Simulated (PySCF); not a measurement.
Two-component Hartree-Fock for Ru²⁺ (ruthenium, charge +2)

Start: [Kr] 4d6; 4d3/2 filled at m_j = +3/2; 4d5/2 filled at m_j = -3/2, -1/2, +1/2, +3/2, +5/2. Calculated with PySCF 2.14 in x2c-TZVPall-2c (8s9p7d1f, 77 functions): generalised Hartree-Fock with the X2C-1e Hamiltonian and a Gaussian nucleus; one run each with spin-orbit coupling (SO) switched off, then screened by Boettger's factors. This is a chosen level, not necessarily the ground level.

```csv
spinor shell,electrons,"ε, spin-free (eV)","ε, screened SO (eV)",weight of nominal j (screened SO),"rms radius, screened SO (bohr)"
1s1/2,2,-22255.3,-22253.9,1.000,0.0384
2s1/2,2,-3297.0,-3296.6,1.000,0.158
2p1/2,2,-2948.3,-3038.8,1.000,0.137
2p3/2,4,-2948.3,-2906.0,1.000,0.142
3s1/2,2,-631.66,-631.52,1.000,0.428
3p1/2,2,-514.02,-529.97,1.000,0.425
3p3/2,4,-514.02,-506.50,1.000,0.436
3d3/2,4,-324.93,-327.79,0.978,0.416
3d5/2,6,-324.93,-322.86,0.985,0.420
4s1/2,2,-113.86,-113.81,1.000,1.09
4p1/2,2,-78.358,-83.899,0.715,1.20
4p3/2,4,-78.358,-75.621,0.858,1.21
4d5/2,5,-31.183,-31.840,0.562,1.63
4d3/2,1,-31.183,-27.894,0.765,1.69
```

| quantity | spin-free | screened SO |
| --- | --- | --- |
| E (hartree) | -4526.88801 | -4527.53576 |
| M_J | 4 | 4 |
| ⟨J²⟩ | 20.011 | 20.014 |
| ⟨L²⟩ | 6.008 | 6.077 |
| ⟨S²⟩ | 6.003 | 5.974 |

Each row is a mean over spinors that exchange with the open shell spreads, by up to 9.201 eV (4p3/2).

Rows whose weight is well below 1 are mixtures of j = l ± 1/2: exchange outweighs spin-orbit coupling there, and the label is only the starting occupation.

Breit and QED terms are absent; they matter most for the inner s and p1/2 levels.

Densities and radii are taken from the X2C orbitals without a picture-change correction, which distorts them close to the nucleus.

Without spin-orbit coupling the j labels of p, d and f shells carry no meaning; the spin-free column gives the mean over the occupied spinors of each nl shell.
